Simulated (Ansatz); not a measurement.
Consider the redistribution: `B[SiH2]C(=N)O` + `[SiH3]S[CH2][GeH3]` → `BS[CH2][GeH3]` + `N=C(O)[SiH2][SiH3]`.

Computed with Ansatz on PBE0-D4/def2-TZVP structures; ΔE is electronic, products minus reactants. CCSD(T)/CBS adds triple-zeta CCSD(T) − MP2 to the extrapolated MP2 energy (def2 sets, frozen cores). DFT in def2-TZVPP. B3LYP here is the variant with VWN-RPA as its local correlation; programs differ in this. For Ge outer-core shells are correlated without core-valence functions, which leaves a few kJ/mol of doubt a bond. Scalar relativity is left out up to krypton. Each species was taken in one conformer, which may not be the lowest.

`B[SiH2]C(=N)O`:

Z-matrix (Å, degrees):
```
Si
C 1 1.902
B 1 2.007 2 112.5
H 1 1.494 2 108.1 3 116.8
H 1 1.483 2 107.6 3 -125.4
O 2 1.357 1 112.9 3 -69.7
N 2 1.264 1 120.1 3 108.2
H 3 1.196 1 119.8 2 -165.8
H 3 1.195 1 122.4 2 16.3
H 6 0.967 2 109.7 1 177.1
H 7 1.024 2 113.3 1 -177.7
```

`[SiH3]S[CH2][GeH3]`:

```xyz
12

Si    0.696    1.317   -2.005
S    -0.595   -0.118   -1.114
C     0.099   -0.120    0.564
Ge   -0.900   -1.379    1.697
H     0.272    1.458   -3.420
H     0.592    2.625   -1.305
H     2.112    0.867   -1.935
H     1.148   -0.424    0.541
H     0.033    0.877    1.004
H    -0.798   -2.791    1.102
H    -0.288   -1.363    3.108
H    -2.371   -0.946    1.764
```

`BS[CH2][GeH3]`:

Cartesian coordinates in Å:
```
B 2.000 0.971 -0.013
S 0.583 1.203 0.988
C -0.817 0.643 -0.015
Ge -1.042 -1.309 0.069
H 3.040 1.278 0.482
H 1.911 0.542 -1.124
H -1.709 1.133 0.379
H -0.677 0.965 -1.046
H 0.213 -1.973 -0.513
H -1.219 -1.728 1.536
H -2.282 -1.725 -0.743
```

`N=C(O)[SiH2][SiH3]`:

```xyz
12

N     0.983   -2.247    0.436
C     0.479   -1.128    0.738
O    -0.419   -1.055    1.741
Si    0.792    0.563   -0.079
Si   -1.208    1.408   -0.951
H     1.643   -2.171   -0.331
H    -0.520   -1.956    2.089
H     1.360    1.494    0.932
H     1.799    0.325   -1.147
H    -1.806    0.413   -1.881
H    -2.163    1.689    0.151
H    -0.941    2.666   -1.699
```

| level | ΔE (kJ/mol) | difference from CCSD(T)/CBS |
| --- | --- | --- |
| PBE-D4 | -108.8 | -15.2 |
| r2SCAN-D4 | -103.5 | -9.9 |
| PBE0-D4 | -102.7 | -9.1 |
| B3LYP-D4 | -97.5 | -3.9 |
| PBE | -108.1 | -14.5 |
| r2SCAN | -103.2 | -9.6 |
| PBE0 | -102.0 | -8.4 |
| MP2/def2-TZVPP | -95.0 | -1.4 |
| SCS-MP2/def2-TZVPP | -89.6 | 4.0 |
| CCSD/def2-TZVPP | -91.3 | 2.3 |
| HF/def2-QZVPP | -74.1 | 19.5 |
| MP2/def2-QZVPP | -93.5 | 0.1 |
| SCS-MP2/def2-QZVPP | -88.2 | 5.4 |
| HF/CBS(def2) | -74.0 | 19.6 |
| MP2/CBS(def2) | -92.8 | 0.8 |
| CCSD/CBS(def2) | -89.1 | 4.5 |
| CCSD(T)/CBS | -93.6 | 0 |

Largest T1 diagnostic among the species: 0.015.

In def2-TZVPP, CCSD(T) changes the Hartree–Fock value by −21.0 kJ/mol (the triples alone add −4.5 kJ/mol) and MP2 by −20.2 kJ/mol. From PBE to PBE0 (25 % exact exchange), in def2-TZVPP and without D4, ΔE moves by +6.2 kJ/mol.
